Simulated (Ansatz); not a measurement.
Consider the substitution at a C–C bond: `B/C(C)=C/C` + `[F][Ga]([F])[SH]` → `C[S][Ga]([F])[F]` + `BC(=C)C`.

Computed with Ansatz on PBE0-D4/def2-TZVP structures; ΔE is electronic, products minus reactants. CCSD(T)/CBS is the MP2 limit (def2-TZVPP, def2-QZVPP) plus CCSD(T) − MP2 in def2-TZVPP, frozen cores. DFT in def2-TZVPP. B3LYP here is the variant with VWN-RPA as its local correlation; programs differ in this. For Ga outer-core shells are correlated without core-valence functions, which leaves a few kJ/mol of doubt a bond. Scalar relativity is left out up to krypton. Each species was taken in one conformer, which may not be the lowest.

| level | ΔE (kJ/mol) |
| --- | --- |
| r2SCAN-D4 | 29.2 |
| PBE0-D4 | 28.9 |
| B3LYP | 24.7 |
| SCS-MP2/def2-TZVPP | 26.3 |

What does CCSD(T)/CBS give? (An estimate is asked.)

Ansatz gave: +24.7 kJ/mol. The listed levels differ from it by 4.5, 4.2, 0.0, 1.6 kJ/mol.

Largest T1 diagnostic among the species: 0.014.

In def2-TZVPP, CCSD(T) changes the Hartree–Fock value by +6.5 kJ/mol (the triples alone add +0.4 kJ/mol) and MP2 by +8.1 kJ/mol.
